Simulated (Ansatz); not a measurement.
Molecule: dimethyl(methylsulfanyl)borane, C₃H₉BS, charge 0, multiplicity 1. SMILES: CB(C)SC
Coordinates optimised at B3LYP-D3(BJ)/def2-TZVP (Ansatz, an electronic-structure program):
```
B
C 1 1.5706
H 2 1.0907 1 115.22
H 2 1.0958 3 108.17 1 123.04
H 2 1.0958 3 108.17 4 113.92
C 1 1.5724 2 121.91 3 180.00
H 6 1.0914 1 112.61 2 0.00
H 6 1.0948 7 107.77 1 123.19
H 6 1.0948 7 107.77 8 113.63
S 1 1.7923 2 116.05 3 0.00
C 10 1.8229 1 105.75 2 180.00
H 11 1.0879 10 110.80 1 -60.97
H 11 1.0879 12 109.65 10 -122.62
H 11 1.0880 12 109.13 13 -119.48
```
Charge 0, spin multiplicity 1.

Property: atomisation energy (electronic, to ground-state atoms), in kJ/mol. Valence correlation only, unless marked. UHF or UKS for open shells. Spin-orbit coupling is left out. Non-relativistic. The coupled-cluster limit lacks core correlation, which all-electron functionals hold. Basis-set limits of correlation are two-point, X^-3; Hartree-Fock from the larger set.

```csv
level,program,atomisation energy (kJ/mol)
HSE06-D3(BJ)/def2-TZVPD,Ansatz + dftd3,5393.5
```

Problem. Estimate the value at CCSD(T)/CBS(cc-pV(T+d)Z,cc-pV(Q+d)Z) as computed with Ansatz.

Solution. 5345.1 kJ/mol
